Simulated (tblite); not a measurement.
C₄H₁₆B₂N₂.
Bonds: C1–C2, C2–C3, C2–C4, C2–N5, N5–B6, B6–N7, N7–B8, N5–B8. Hydrogens: H9, H10, H11 on C1; H12, H13, H14 on C3; H15, H16, H17 on C4; H18 on N5; H19, H20 on B6; H21, H22 on N7; H23, H24 on B8.

Computed with GFN2-xTB (tblite), gas phase: L-BFGS steps from a force-field or distance-geometry start until the largest atomic force falls under 0.01 eV/Å.

Step 1: E = -683.5307 eV
```
atom  x, y, z in Å  |  force x, y, z in eV/Å
C1     -1.4393   -0.2908    1.5544   -0.064  -0.025   0.048
C2     -0.8696   -0.1118    0.1270   -0.328  -0.130   0.233
C3     -1.0249    1.3892   -0.2701   -0.050  -0.248   0.058
C4     -1.7210   -0.9601   -0.8451    0.036  -0.016   0.112
N5      0.5308   -0.6295    0.1178   -0.219   0.660  -0.224
B6      1.4159   -0.3689   -1.1632    0.061  -0.254  -0.592
N7      2.5039    0.5017   -0.4337   -0.391  -0.295   0.211
B8      1.6572    0.2008    0.8567    0.078   0.026   0.678
H9     -0.8861    0.3241    2.2769   -0.148  -0.236  -0.296
H10    -2.5005    0.0026    1.5896    0.450  -0.107  -0.033
H11    -1.3669   -1.3439    1.8665   -0.013   0.383  -0.102
H12    -2.0897    1.6651   -0.2273    0.354  -0.256   0.071
H13    -0.6969    1.5876   -1.2936    0.054  -0.199   0.273
H14    -0.4913    2.0653    0.4059   -0.071  -0.365  -0.168
H15    -1.3740   -0.8306   -1.8763   -0.082  -0.063   0.323
H16    -2.7777   -0.6629   -0.7829    0.401  -0.105  -0.060
H17    -1.6464   -2.0234   -0.5747   -0.037   0.336  -0.151
H18     0.5919   -1.6192    0.3837   -0.578   0.681  -0.105
H19     1.8880   -1.3719   -1.5604    0.119  -0.333  -0.129
H20     0.8801    0.2522   -2.0044   -0.178   0.097  -0.231
H21     3.4119    0.0519   -0.4056   -0.029   0.681  -0.214
H22     2.4737    1.4779   -0.7014    0.587  -0.286   0.005
H23     2.2606   -0.4747    1.6163    0.121  -0.192   0.140
H24     1.2585    1.1892    1.3516   -0.076   0.245   0.155
```

Step 2: E = -683.6364 eV
```
atom  x, y, z in Å  |  force x, y, z in eV/Å
C1     -1.4428   -0.2907    1.5569    0.214  -0.083  -0.185
C2     -0.8774   -0.1167    0.1344   -0.169   0.182  -0.077
C3     -1.0283    1.3851   -0.2689    0.181  -0.476   0.086
C4     -1.7212   -0.9623   -0.8425    0.186   0.206   0.134
N5      0.5223   -0.6159    0.1128    0.088   0.644  -0.165
B6      1.4174   -0.3776   -1.1821   -0.051   0.062  -0.106
N7      2.4997    0.4984   -0.4300   -0.691  -0.443   0.256
B8      1.6598    0.2014    0.8789   -0.115   0.094   0.041
H9     -0.8906    0.3172    2.2683    0.040  -0.012  -0.043
H10    -2.4864   -0.0009    1.5886   -0.096   0.041  -0.003
H11    -1.3672   -1.3329    1.8634   -0.004   0.011   0.022
H12    -2.0781    1.6578   -0.2256   -0.105  -0.115   0.071
H13    -0.6956    1.5823   -1.2860    0.084  -0.205   0.116
H14    -0.4935    2.0551    0.4010    0.037  -0.229  -0.006
H15    -1.3763   -0.8323   -1.8675    0.021  -0.012   0.130
H16    -2.7658   -0.6660   -0.7845    0.013  -0.007  -0.029
H17    -1.6474   -2.0126   -0.5791   -0.006  -0.107  -0.026
H18     0.5767   -1.5986    0.3802   -0.483   0.397  -0.048
H19     1.8908   -1.3798   -1.5634    0.119  -0.386  -0.163
H20     0.8755    0.2547   -2.0100   -0.120   0.056  -0.280
H21     3.4076    0.0714   -0.4114    0.329   0.338  -0.147
H22     2.4892    1.4662   -0.7002    0.407   0.079  -0.068
H23     2.2632   -0.4790    1.6191    0.159  -0.271   0.266
H24     1.2566    1.1953    1.3552   -0.036   0.235   0.223
```

Step 3: E = -683.7020 eV
```
atom  x, y, z in Å  |  force x, y, z in eV/Å
C1     -1.4414   -0.2919    1.5551    0.183  -0.035  -0.212
C2     -0.8848   -0.1165    0.1378    0.082   0.256  -0.219
C3     -1.0279    1.3743   -0.2665    0.110  -0.300   0.057
C4     -1.7182   -0.9603   -0.8382    0.147   0.157   0.096
N5      0.5173   -0.5970    0.1070    0.174   0.431  -0.081
B6      1.4169   -0.3828   -1.1978   -0.106   0.140   0.134
N7      2.4868    0.4904   -0.4239   -0.313  -0.266   0.118
B8      1.6592    0.2039    0.8957   -0.171   0.075  -0.218
H9     -0.8925    0.3125    2.2618    0.168   0.127   0.106
H10    -2.4790   -0.0024    1.5879   -0.310   0.096   0.010
H11    -1.3674   -1.3258    1.8618    0.019  -0.255   0.084
H12    -2.0723    1.6507   -0.2230   -0.266  -0.050   0.058
H13    -0.6930    1.5748   -1.2789    0.104  -0.218  -0.003
H14    -0.4941    2.0439    0.3977    0.114  -0.147   0.111
H15    -1.3773   -0.8335   -1.8593    0.112   0.039  -0.037
H16    -2.7578   -0.6680   -0.7862   -0.208   0.059  -0.002
H17    -1.6481   -2.0074   -0.5825    0.024  -0.285   0.054
H18     0.5574   -1.5759    0.3766   -0.364   0.211  -0.017
H19     1.8947   -1.3921   -1.5683    0.032  -0.264  -0.129
H20     0.8704    0.2573   -2.0190   -0.045  -0.003  -0.289
H21     3.4096    0.0911   -0.4179    0.235   0.155  -0.073
H22     2.5071    1.4579   -0.7001    0.192   0.104  -0.043
H23     2.2678   -0.4869    1.6258    0.070  -0.209   0.236
H24     1.2549    1.2036    1.3619    0.018   0.184   0.258
```

Question: Estimate the geometry and energy of step 4. (The exact step hangs on the optimiser's Hessian estimate; all steps are aligned on step 3, rigid shifts and turns removed.)

Answer: E = -683.7383 eV, largest force 0.277 eV/Å
```
atom  x, y, z in Å  |  force x, y, z in eV/Å
C1     -1.4386   -0.2927    1.5509    0.052  -0.004  -0.052
C2     -0.8872   -0.1126    0.1366    0.167   0.146  -0.160
C3     -1.0272    1.3637   -0.2642   -0.036   0.048  -0.007
C4     -1.7144   -0.9575   -0.8339    0.011  -0.012  -0.012
N5      0.5159   -0.5785    0.1022    0.126   0.143  -0.013
B6      1.4147   -0.3847   -1.2068   -0.077   0.093   0.154
N7      2.4769    0.4828   -0.4190    0.064   0.024  -0.045
B8      1.6560    0.2067    0.9046   -0.091   0.038  -0.193
H9     -0.8908    0.3115    2.2593    0.168   0.125   0.099
H10    -2.4786   -0.0019    1.5875   -0.230   0.071   0.003
H11    -1.3670   -1.3259    1.8622    0.030  -0.252   0.055
H12    -2.0721    1.6448   -0.2204   -0.222  -0.035   0.038
H13    -0.6894    1.5657   -1.2742    0.094  -0.209  -0.053
H14    -0.4924    2.0337    0.3975    0.127  -0.116   0.148
H15    -1.3758   -0.8336   -1.8548    0.139   0.056  -0.090
H16    -2.7558   -0.6683   -0.7873   -0.196   0.064   0.014
H17    -1.6481   -2.0083   -0.5838    0.039  -0.220   0.075
H18     0.5382   -1.5563    0.3736   -0.246   0.126  -0.009
H19     1.8973   -1.4041   -1.5736   -0.082  -0.073  -0.060
H20     0.8663    0.2587   -2.0301    0.034  -0.066  -0.241
H21     3.4129    0.1075   -0.4234    0.117   0.006  -0.007
H22     2.5219    1.4523   -0.7001    0.010   0.027   0.004
H23     2.2714   -0.4953    1.6339   -0.076  -0.073   0.115
H24     1.2542    1.2122    1.3709    0.077   0.093   0.238
```

The energy changes by -0.0363 eV. The first-order estimate −F·Δx gives -0.0550 eV and the mean of the old and new forces, exact on a quadratic surface, -0.0361 eV. The step makes an angle of 48° with the force vector and moves no atom by more than 0.028 Å.

What follows is the cost of the whole relaxation. Time: 0.22 s. Hardware: an Arm Neoverse V2 with one thread, shared host.
